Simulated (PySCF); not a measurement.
Radial density of Cl⁺ (chlorine, charge +1)

UHF, [Ne] 3s2 3p4, high-spin 3P determinant. Computed with PySCF 2.14 in x2c-TZVPall (5s5p2d1f, 37 functions), with scalar relativity by spin-free X2C-1e.

```
r (bohr)  4πr²ρ (e/bohr)  4πr²(ρα − ρβ)
 0.00155          0.1099         0.0000
 0.00261          0.2939         0.0000
 0.00439          0.7510         0.0001
 0.00739           1.863         0.0002
  0.0124           4.330         0.0006
  0.0209           9.015         0.0016
  0.0352           15.52         0.0057
  0.0592           19.65         0.0237
  0.0995           16.34         0.0917
   0.167           13.46         0.2433
   0.282           19.06         0.2936
   0.474           13.57         0.0105
   0.797           3.829         0.4215
    1.34           4.322         1.3850
    2.25           1.730         0.6196
    3.79          0.1078         0.0361
    6.38       0.0003643         0.0001
```

Densities and radii are taken from the X2C orbitals without a picture-change correction, which distorts them close to the nucleus.
